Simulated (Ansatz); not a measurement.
Start from `[Cl][GaH2]` and change one element to get `BCl`.

Ansatz, PBE0-D4/def2-TZVP geometries, multiplicity 1. 

Scalar relativity is left out up to krypton.

| property | `[Cl][GaH2]` |
| --- | --- |
| HOMO energy (B3LYP/def2-TZVPP) / eV | -8.21 |
| size of the dipole moment (B3LYP/def2-TZVPP) / D | 1.90 |
| LUMO energy (B3LYP/def2-TZVPP) / eV | -2.11 |
| LUMO energy (PBE/def2-TZVPP) / eV | -2.62 |
| size of the dipole moment (ωB97M-V/def2-TZVPP) / D | 1.95 |
| HOMO energy (PBE/def2-TZVPP) / eV | -7.13 |

(1) Give the same properties after the change, and the shifts. (Best estimate.)

Answers

(1) The calculation gave: 
| property | `BCl` | shift |
| --- | --- | --- |
| HOMO energy (B3LYP/def2-TZVPP) / eV | -8.42 | -0.21 |
| size of the dipole moment (B3LYP/def2-TZVPP) / D | 0.52 | -1.38 |
| LUMO energy (B3LYP/def2-TZVPP) / eV | -2.04 | 0.07 |
| LUMO energy (PBE/def2-TZVPP) / eV | -2.84 | -0.22 |
| size of the dipole moment (ωB97M-V/def2-TZVPP) / D | 0.52 | -1.43 |
| HOMO energy (PBE/def2-TZVPP) / eV | -7.27 | -0.14 |

Dipoles are sizes alone; their direction can turn.

B3LYP here is the variant with VWN-RPA as its local correlation; programs differ in this.
